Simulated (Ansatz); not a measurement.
Gas-phase electronic energies from Ansatz, PBE0-D4/def2-TZVP geometries. CCSD(T)/CBS adds triple-zeta CCSD(T) − MP2 to the extrapolated MP2 energy (def2 sets, frozen cores). This one scheme is used for every species. Functionals use def2-TZVPP. B3LYP here is the variant with VWN-RPA as its local correlation; programs differ in this. For Br outer-core shells are correlated without core-valence functions, which leaves a few kJ/mol of doubt a bond. Scalar relativity is left out up to krypton. One conformer a species, not always the lowest.

Reaction (redistribution): `[SiH3][SiH2]Br` + `O[SiH](F)N[SiH3]` → `O[SiH](F)[SiH2]Br` + `[SiH3]N[SiH3]`

`[SiH3][SiH2]Br`:

```xyz
8

Si    0.898   -0.101   -0.810
Si   -0.700    0.052    0.887
Br   -2.665    0.549   -0.045
H     2.225   -0.433   -0.224
H     0.986    1.201   -1.522
H     0.502   -1.166   -1.767
H    -0.863   -1.229    1.621
H    -0.381    1.127    1.860
```

`O[SiH](F)N[SiH3]`:

Cartesian coordinates in Å:
```
O 2.336 -0.658 -0.848
Si 1.155 0.430 -0.585
F 0.223 0.611 -1.869
N 0.067 -0.045 0.640
Si -1.669 -0.034 0.605
H 2.088 -1.577 -0.964
H 1.861 1.699 -0.349
H 0.475 -0.325 1.520
H -2.222 -1.119 -0.247
H -2.131 -0.244 2.002
H -2.184 1.262 0.096
```

`O[SiH](F)[SiH2]Br`:

Cartesian coordinates in Å:
```
O -0.134 -1.976 0.093
Si 0.150 -0.690 -0.869
F 1.683 -0.627 -1.319
Si -0.278 1.267 0.361
Br 0.336 0.726 2.449
H 0.106 -1.892 1.020
H -0.660 -0.885 -2.090
H 0.515 2.451 -0.050
H -1.718 1.625 0.405
```

`[SiH3]N[SiH3]`:

```xyz
10

Si   -0.816   -0.937   -0.945
N     0.464   -0.421    0.090
Si    0.657    1.087    0.908
H    -1.658    0.250   -1.235
H    -1.665   -1.992   -0.323
H    -0.279   -1.499   -2.215
H     1.170   -1.116    0.289
H    -0.375    2.012    0.380
H     2.013    1.652    0.668
H     0.488    0.963    2.383
```

(1) Is it downhill or uphill in electronic energy at CCSD(T)/CBS, and by how much? (Estimate.)

(2) What do these levels give: PBE-D4, ωB97X-V, ωB97M-V, B2PLYP, PBE, PBE0, B3LYP, MP2/def2-TZVPP, SCS-MP2/def2-TZVPP, CCSD(T)/def2-TZVPP, MP2/def2-QZVPP, MP2/CBS(def2)? (An estimate is asked.)

Largest T1 diagnostic among the species: 0.011.

Answers

(1) Computed: Uphill: ΔE = +43.5 kJ/mol.

(2) Ansatz gave: PBE-D4 39.0, ωB97X-V 41.8, ωB97M-V 42.9, B2PLYP 42.5, PBE 40.2, PBE0 43.4, B3LYP 41.6, MP2/def2-TZVPP 43.8, SCS-MP2/def2-TZVPP 42.4, CCSD(T)/def2-TZVPP 45.2, MP2/def2-QZVPP 42.7, MP2/CBS(def2) 42.0 kJ/mol.

From PBE to PBE0 (25 % exact exchange), in def2-TZVPP and without D4, ΔE moves by +3.2 kJ/mol.
